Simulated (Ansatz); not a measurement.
Abridged output of a molecular run in Ansatz:

```
Functional definition: HF
934 factors; integrals over basis functions are off by at most 1.2e-3 eV
mean field evaluation 1: about -21191.0143 eV, gradient 4.1e1 eV
mean field evaluation 2: about -21191.0514 eV, gradient 4.1e1 eV
mean field evaluation 4: about -21194.8590 eV, gradient 3.7e0 eV
mean field evaluation 8: about -21194.9249 eV, gradient 4.6e-4 eV
mean field -21194.92491511 eV, -778.8991241943 hartree, gradient 3.9e-6 eV, S^2 0.000000; 0 other end points of the search recorded, 0 dependent functions left out
13 core orbitals not correlated: weight in the atoms' cores, before any rotation towards them, 1.000 or more for the frozen orbitals, at most 0.000 for the correlated occupied ones
reference -21194.92491511 eV, -778.8991241943 hartree; 14, 14 occupied and 71, 71 virtual orbitals, 934 factors
second order -17.36979879 eV of doubles, -0.00000000 eV of singles
cycle   1  -17.84597300 eV  change   -4.8e-1 eV  update   1.2e-1
cycle   2  -18.38951216 eV  change   -5.4e-1 eV  update   3.8e-2
cycle   3  -18.54743243 eV  change   -1.6e-1 eV  update   2.2e-2
cycle   4  -18.53663911 eV  change    1.1e-2 eV  update   5.4e-3
cycle   5  -18.53447087 eV  change    2.2e-3 eV  update   2.4e-3
cycle   6  -18.53534813 eV  change   -8.8e-4 eV  update   7.9e-4
cycle   7  -18.53497313 eV  change    3.7e-4 eV  update   3.3e-4
cycle   8  -18.53490121 eV  change    7.2e-5 eV  update   1.1e-4
cycle   9  -18.53497326 eV  change   -7.2e-5 eV  update   4.9e-5
cycle  10  -18.53497767 eV  change   -4.4e-6 eV  update   1.9e-5
perturbative correction -0.51015549 eV, -0.0187478685 hartree
Total energy: -21213.97004828 eV, -779.5990199288 hartree
```

Its atoms:

Cartesian coordinates in Å:
```
F 1.897 0.922 0.710
Si 0.805 -0.002 -0.009
Si -1.232 1.137 -0.013
B 1.221 -1.798 -0.445
O 0.692 -1.548 0.770
H -1.609 1.525 1.371
H -2.256 0.227 -0.588
H -1.110 2.352 -0.858
H 1.592 -2.816 -0.936
```

(1) Which basis set was used?
A. def2-SVP
B. cc-pV(T+d)Z
C. def2-TZVPPD
D. def2-QZVPP

(2) Write the keys of the input that set method, charge and spin (a neutral closed shell needs none for the last two).

## Answers

(1) A. It gives 98 functions.

(2) 
```yaml
correlation: {method: ccsd_t}
```
